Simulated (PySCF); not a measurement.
Se(Br)(GeH3) (BrGeH₃Se), SMILES Br[Se][GeH3]. Geometry: ωB97X-D3(BJ)/def2-SVP. This is a generated structure with no PubChem entry under its InChIKey; it may be hypothetical.

Computed equilibrium geometry at ωB97X-D3(BJ)/def2-SVP (PySCF confirms it by a frequency run) as Cartesian coordinates in Å:
```xyz
6

Se     0.1137    -0.0715     1.0805
Br     0.4077    -1.6122    -0.6362
Ge    -0.5075     1.6517    -0.3902
H     -0.7865     2.8621     0.5122
H      0.6555     1.9234    -1.3479
H     -1.7632     1.2181    -1.1509
```
